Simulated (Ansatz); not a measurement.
A nudged elastic band was laid between two geometries of CH₅FGe (8 atoms, charge 0, multiplicity 1).

Level of theory: Ansatz, RKS r2SCANh/def2-SVP.

```json
{"movable images": "7", "climbing image": "yes", "spring": "5.0 eV/Å²", "optimiser": "quadratic models (default)", "start path": "through a guess of the saddle point", "force threshold": "0.03 eV/Å", "iteration limit": "60", "end points": "relaxed"}
```

Initial state:

```xyz
8
Properties=species:S:1:pos:R:3
Ge 0.453 -0.051 0.055
C 0.931 -0.012 1.927
H 0.033 -0.117 2.549
H 1.623 -0.832 2.166
H 1.419 0.942 2.168
H 1.654 0.161 -0.875
F -0.607 1.311 -0.217
H -0.355 -1.295 -0.336
```

Final state:

```xyz
8
Properties=species:S:1:pos:R:3
Ge -0.079 0.331 -0.904
C 1.390 0.021 1.768
H 0.344 0.348 1.693
H 1.430 -0.919 2.329
H 1.973 0.797 2.275
H 1.837 -0.148 0.775
F -1.423 0.899 0.087
H -0.322 -1.223 -0.585
```

Q: What changes between the two ends?

A: Bonds broken: Ge1–C2, Ge1–H6. Bonds formed: C2–H6. CH5FGe becomes CH4 + FGeH.

Q: What energy profile does the band end with?

A: The run converged. The highest image is number 3 of 0 to 8, 65.7 kcal/mol above the first end and 40.5 kcal/mol above the last; the last end lies 25.2 kcal/mol above the first. Neighbouring images differ by up to 1.9 eV, so the band resolves the path poorly. A vibrational analysis at the climbing image gives one clearly imaginary mode, 1184i cm⁻¹: a first-order saddle point. The orbitals stay closed-shell, which can raise the energy where a bond breaks towards radicals; this wasn't checked here.

```
image  path coordinate (Å)  energy (kcal/mol)  Ge1–C2 (Å)  Ge1–H6 (Å)  C2–H6 (Å)
    0                 0.00                0.0        1.93        1.53       2.90
    1                 0.68                0.4        1.93        1.53       2.86
    2                 1.37               21.6        1.94        1.49       2.30
    3                 2.05               65.7        2.26        1.53       1.72
    4                 2.46               46.0        2.43        1.70       1.32
    5                 2.87               27.4        2.74        2.01       1.13
    6                 3.28               25.4        2.99        2.34       1.11
    7                 3.69               25.2        3.05        2.52       1.10
    8                 4.10               25.2        3.06        2.59       1.10
```

Q: What is the geometry of the highest image?

A: 
```xyz
8
Properties=species:S:1:pos:R:3
Ge 0.337 -0.007 -0.418
C 1.064 -0.018 1.723
H 0.092 0.286 2.134
H 1.344 -1.038 2.004
H 1.833 0.701 2.034
H 1.675 0.446 0.179
F -0.952 1.132 -0.079
H -0.242 -1.395 -0.140
```

Run time: 5.5 min on 2 threads of Arm Neoverse V1, on a shared host, peak memory 0.19 GiB.
